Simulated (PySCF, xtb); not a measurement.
Ge(H)3(SMe) (CH6GeS), SMILES C[S][GeH3].

Harmonic wavenumbers (cm⁻¹) from xtb with GFN2-xTB at its own minimum, in rising order: 107, 120, 159, 398, 489, 502, 709, 750, 816, 850, 943, 955, 1321, 1446, 1456, 1919, 1984, 2073, 3014, 3018, 3060.

**Question.** What does PBE-D3(BJ)/def2-SVP (PySCF) give at its own minimum? (An estimate is asked for; the answer gives what the named calculation found.)

**Answer.** 99, 140, 159, 391, 543, 543, 695, 797, 827, 858, 929, 944, 1284, 1396, 1405, 2057, 2061, 2107, 2972, 3074, 3089. Paired by order, the mean absolute difference is 36 cm⁻¹ and the zero-point energies are 37.3 and 37.7 kcal/mol.
